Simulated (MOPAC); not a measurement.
A run for MOPAC: AM1 on CH4BClO (SMILES COBCl), a point of a torsion scan.

```
AM1 1SCF PRECISE CHARGE=0 THREADS=1
CH4BClO

C     -1.10005829 1    -0.07656971 1     0.13077282 1
O     -0.16643343 1    -0.67799357 1    -0.74360263 1
B      0.68625545 1    -1.63585334 1    -0.45080684 1
Cl     0.77868660 1    -2.36327677 1     1.12524391 1
H     -0.69500111 1     0.87693362 1     0.47528000 1
H     -1.30325411 1    -0.71330229 1     0.99455646 1
H     -2.01729376 1     0.09960742 1    -0.43158160 1
H      1.39946758 1    -2.00951952 1    -1.29912556 1
```

The log:

```
*******************************************************************************
 **                                                                           **
 **                              MOPAC v23.2.5                                **
 **                                                                           **
 *******************************************************************************
 ** MOPAC's Digital Object Identifier: https://doi.org/10.5281/zenodo.6511958 **
 **                                                                           **
 ** Please cite the open-source release paper for use of this MOPAC version:  **
 ** J. E. Moussa and J. J. P. Stewart (2026)                                  **
 ** MOPAC: An open-source semiempirical molecular orbital program             **
 ** J. Open Source Softw., 11(119), 8025, https://doi.org/10.21105/joss.08025 **
 *******************************************************************************

                              AM1 CALCULATION RESULTS

 *******************************************************************************
 *  AM1        - The AM1 Hamiltonian to be used
 *
 *
 *
 *                 CHARGE ON SYSTEM = 0
 *
 *
 *
 *  PRECISE    - TIGHTER CRITERIA TO BE USED
 *  1SCF       - DO 1 SCF AND THEN STOP
 *  THREADS=1  - MULTI-THREADING NOT USED
 *  T=         - A TIME OF 172800.0 SECONDS REQUESTED
 *  DUMP=N     - RESTART FILE WRITTEN EVERY 7200.0 SECONDS REQUESTED
 *******************************************************************************
AM1 1SCF PRECISE CHARGE=0 THREADS=1
 CH4BClO

   ATOM   CHEMICAL          X               Y               Z
  NUMBER   SYMBOL      (ANGSTROMS)     (ANGSTROMS)     (ANGSTROMS)

     1       C         -1.10005829  *  -0.07656971  *   0.13077282  *
     2       O         -0.16643343  *  -0.67799357  *  -0.74360263  *
     3       B          0.68625545  *  -1.63585334  *  -0.45080684  *
     4      Cl          0.77868660  *  -2.36327677  *   1.12524391  *
     5       H         -0.69500111  *   0.87693362  *   0.47528000  *
     6       H         -1.30325411  *  -0.71330229  *   0.99455646  *
     7       H         -2.01729376  *   0.09960742  *  -0.43158160  *
     8       H          1.39946758  *  -2.00951952  *  -1.29912556  *



          CARTESIAN COORDINATES

    NO.       ATOM           X           Y           Z

     1         C         -1.1001     -0.0766      0.1308
     2         O         -0.1664     -0.6780     -0.7436
     3         B          0.6863     -1.6359     -0.4508
     4        Cl          0.7787     -2.3633      1.1252
     5         H         -0.6950      0.8769      0.4753
     6         H         -1.3033     -0.7133      0.9946
     7         H         -2.0173      0.0996     -0.4316
     8         H          1.3995     -2.0095     -1.2991

  H: (AM1): M.J.S. DEWAR ET AL, J. AM. CHEM. SOC. 107 3902-3909 (1985)
  B: (AM1): M.J.S. DEWAR ET AL, ORGANOMETALLICS, 7, 513-521 (1988)
  C: (AM1): M.J.S. DEWAR ET AL, J. AM. CHEM. SOC. 107 3902-3909 (1985)
  O: (AM1): M.J.S. DEWAR ET AL, J. AM. CHEM. SOC. 107 3902-3909 (1985)
 Cl: (AM1): M.J.S. DEWAR AND E. G. ZOEBISCH, THEOCHEM, 180, 1 (1988).

           Empirical Formula: C H4 O B Cl  =     8 atoms



      MOLECULAR POINT GROUP   :   C1


      RHF CALCULATION, NO. OF DOUBLY OCCUPIED LEVELS = 12


 -------------------------------------------------------------------------------
 AM1 1SCF PRECISE CHARGE=0 THREADS=1
 CH4BClO



     1SCF WAS SPECIFIED, SO BFGS WAS NOT USED
     SCF FIELD WAS ACHIEVED


                              AM1 CALCULATION
                                                       MOPAC v23.2.5 Linux




          FINAL HEAT OF FORMATION =       -100.05787 KCAL/MOL =    -418.64214 KJ/MOL


          COSMO AREA              =        105.72 SQUARE ANGSTROMS
          COSMO VOLUME            =         90.50 CUBIC ANGSTROMS

          IONIZATION POTENTIAL    =         11.568834 EV
          HOMO LUMO ENERGIES (EV) =        -11.569  1.213
          NO. OF FILLED LEVELS    =         12
          MOLECULAR WEIGHT        =         78.3050         POINT GROUP:  C1

          MOLECULAR DIMENSIONS (Angstroms)

            Atom       Atom       Distance
            H     8    H     7     4.10796
           Cl     4    H     8     2.38143
            H     5    H     8     1.58144


          SCF CALCULATIONS        =          1





   ATOM   CHEMICAL          X               Y               Z
  NUMBER   SYMBOL      (ANGSTROMS)     (ANGSTROMS)     (ANGSTROMS)

     1       C         -1.10005829  *  -0.07656971  *   0.13077282  *
     2       O         -0.16643343  *  -0.67799357  *  -0.74360263  *
     3       B          0.68625545  *  -1.63585334  *  -0.45080684  *
     4      Cl          0.77868660  *  -2.36327677  *   1.12524391  *
     5       H         -0.69500111  *   0.87693362  *   0.47528000  *
     6       H         -1.30325411  *  -0.71330229  *   0.99455646  *
     7       H         -2.01729376  *   0.09960742  *  -0.43158160  *
     8       H          1.39946758  *  -2.00951952  *  -1.29912556  *

                             CARTESIAN COORDINATES

   1    C       -1.100058290    -0.076569710     0.130772820
   2    O       -0.166433430    -0.677993570    -0.743602630
   3    B        0.686255450    -1.635853340    -0.450806840
   4   Cl        0.778686600    -2.363276770     1.125243910
   5    H       -0.695001110     0.876933620     0.475280000
   6    H       -1.303254110    -0.713302290     0.994556460
   7    H       -2.017293760     0.099607420    -0.431581600
   8    H        1.399467580    -2.009519520    -1.299125560


           Empirical Formula: C H4 O B Cl  =     8 atoms



      MOLECULAR POINT GROUP   :   C1


                  EIGENVALUES
 -39.52144 -36.72074 -28.90038 -22.29457 -17.61257 -16.85259 -16.65968 -13.27128
 -12.87285 -12.38668 -11.81982 -11.56883   1.21345   2.01191   2.47281   3.90934
   4.01617   4.27795   5.29526   7.08278


              NET ATOMIC CHARGES AND DIPOLE CONTRIBUTIONS

  ATOM NO.   TYPE          CHARGE      No. of ELECS.   s-Pop       p-Pop
    1          C          -0.048813        4.0488     1.22861     2.82020
    2          O          -0.259548        6.2595     1.82322     4.43632
    3          B           0.180536        2.8195     1.20644     1.61303
    4         Cl          -0.200912        7.2009     1.98025     5.22066
    5          H           0.080500        0.9195     0.91950
    6          H           0.080731        0.9193     0.91927
    7          H           0.095989        0.9040     0.90401
    8          H           0.071515        0.9285     0.92848
 DIPOLE           X         Y         Z       TOTAL
 POINT-CHG.    -0.914     1.143    -0.656     1.604
 HYBRID        -0.138     0.003     0.402     0.425
 SUM           -1.053     1.147    -0.255     1.577


          ATOMIC ORBITAL ELECTRON POPULATIONS

     Atom    s        px        py        pz
    1  C   1.22861   0.91205   0.97196   0.93619
    2  O   1.82322   1.44871   1.50888   1.47873
    3  B   1.20644   0.51173   0.47475   0.62654
    4 Cl   1.98025   1.94921   1.82980   1.44165
    5  H   0.91950
    6  H   0.91927
    7  H   0.90401
    8  H   0.92848

 **********************
 *                    *
 * JOB ENDED NORMALLY *
 *                    *
 **********************




 == MOPAC DONE ==
```

The run finished.

Cost: around 0.020 core-seconds (rough).
